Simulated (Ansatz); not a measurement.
# BrHNSi: structure from calculated spectroscopic constants

These gas-phase data were calculated for one isomer of BrHNSi at B3LYP/6-31G* (harmonic, unscaled wavenumbers; equilibrium rotational constants with average atomic masses):

* rotational constants: 33.05, 2.553, 2.37 GHz
* all wavenumbers above 1500 cm⁻¹: 2282
* dipole moment: 3.08 D (PBE0/def2-TZVPD)

Candidates:

(1) `[N]=[SiH]Br`, a doublet
(2) `[H]/N=[Si]/Br`, a doublet

Assign the data to one candidate and say why.

Candidate (1). No mode falls between 3250 and 3800 cm⁻¹, where the N–H stretch of (2) would stand.

The same quantities for all candidates:

```
     rotational constants (GHz)  wavenumbers above 1500 cm⁻¹  dipole (D)  E above the lowest, B3LYP/6-31G* (kcal/mol)
(1)          33.05, 2.553, 2.37                         2282        3.08                                         32.0
(2)         30.89, 2.568, 2.371                         3608        1.63                                          0.0
```

Harmonic stretches to hydrogen usually lie a few per cent above observed fundamentals. Each candidate is one conformer. Open shells are spin-unrestricted. Programs: Ansatz 0.2.0.
